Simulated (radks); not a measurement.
The numbers below are computed, except where a source is named.
Ionisation of the tantalum ion Ta+, [Xe] 4f14 5d3 6s1, to Ta2+, [Xe] 4f14 5d3, under several functionals. Dirac Kohn-Sham, spin-unpolarised, spherical densities, finite nucleus; open shells fill j = l - 1/2 first; a radial shooting solver on a logarithmic mesh with Libxc functionals.

functional                               E(Ta+) (hartree)  Exc (hartree)  IE (eV)  -e(HOMO) (eV)  <r> HOMO (bohr)  IE error (eV)
OLYP                                          -15628.9687      -323.0038   14.460         10.461            2.053         -1.740
PW91                                          -15624.9354      -318.7699   14.915         10.728            2.073         -1.285
exchange-only B88                             -15620.3802      -314.1538   14.230          9.772            2.105         -1.970
B86b exchange with PBE correlation            -15624.5397      -318.3661   14.889         10.682            2.074         -1.311
LDA (Slater exchange, VWN5 correlation)       -15614.1153      -307.8460   15.184         10.935            2.071         -1.016

NIST Atomic Spectra Database: 16.2 eV (semi-empirical). Closest: LDA (Slater exchange, VWN5 correlation). The Delta-SCF values span 0.95 eV, the total energies 14.85 hartree. The highest occupied level is 5d3/2. Spin polarisation and multiplet splitting are left out, so open shells lie too high by an amount that depends on their filling.

Beside tabulated values, note that spin-unpolarised runs miss the spin-polarisation part of the exchange energy of open shells.
